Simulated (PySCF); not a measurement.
MnN(OH), broken-symmetry Ms = 1/2: molecular constants

Method: PySCF, UPBE0, basis Mn def2-SVP, N def2-SVP, O def2-SVP, H def2-SVP (no relativity, density fitting).

The structure is a minimum.

```json
{
 "Point group": "Cs",
 "Bond lengths": "Mn–N 1.523 Å, Mn–O 1.753 Å, O–H 0.960 Å",
 "Bond angles": "H–O–Mn 129.2°, N–Mn–O 130.1°",
 "Entropy at 298.15 K and 1 bar (electronic part: spin only)": "282.5 J/(mol K)",
 "Principal quadrupole moments (Buckingham, traceless) about the centre of mass": "-8.38, 0.36, 8.02 D Å",
 "Lowest empty level (α)": "-2.96 eV",
 "Dipole moment": "1.09 D",
 "Spin squared ⟨S²⟩": "1.970",
 "Rotational symmetry number": "1",
 "Atomisation energy without zero-point energy": "932 kJ/mol",
 "Highest occupied level (β)": "-5.49 eV",
 "Rotational constants": "1.601, 0.2387, 0.2077 cm⁻¹",
 "Heat capacity Cp at 298.15 K": "57.3 J/(mol K)",
 "Principal polarisabilities": "38.1, 44.4, 52.5 bohr³",
 "Enthalpy at 298.15 K above 0 K": "13.22 kJ/mol",
 "Zero-point energy": "40.2 kJ/mol"
}
```

Harmonic modes (masses in u: Mn 54.938, N 14.003, O 15.995, H 1.008):
```csv
symmetry,ω (cm⁻¹),IR (km/mol),μ (u)
a',178,22.0,5.49
a'',371,131,1.24
a',575,171,1.43
a',740,58.9,5.23
a',903,44.2,15.84
a',3952,157,1.07
```

Charges (e):
| atom | Mulliken | Löwdin | polar tensor | spin (Mulliken) | Mayer order to Mn1 |
| --- | --- | --- | --- | --- | --- |
| Mn1 | 0.64 | 0.30 | 0.85 | 2.08 | – |
| N2 | -0.30 | -0.10 | -0.25 | -1.13 | 2.49 |
| O3 | -0.54 | -0.28 | -0.92 | 0.05 | 1.03 |
| H4 | 0.20 | 0.08 | 0.31 | 0.01 | 0.01 |
Other Mayer orders above 0.3: O–H 0.96.

Mulliken populations on Mn1: s 6.61, p 12.41, d 5.33, f 0.01.

Outer orbital energies (eV). α occupied: -13.65, -10.46, -10.27, -9.89, -9.83, -8.85, -7.74, -7.62; empty: -2.96, -2.08, -1.33, 0.28. β occupied: -20.98, -13.52, -10.00, -9.71, -9.61, -8.97, -8.72, -5.49; empty: -1.59, -1.41, -0.51, -0.43.

The determinant is spin-contaminated (⟨S²⟩ = 1.97, pure value 0.75). This need not be the most stable arrangement of these atoms. With open d or f shells other occupations or spin states may lie lower. At this level a broken-symmetry Ms = 3/2 minimum of Cs symmetry lies 84 kJ/mol below this structure.

The final relaxation and frequency run took roughly 100 core-seconds on a shared host.
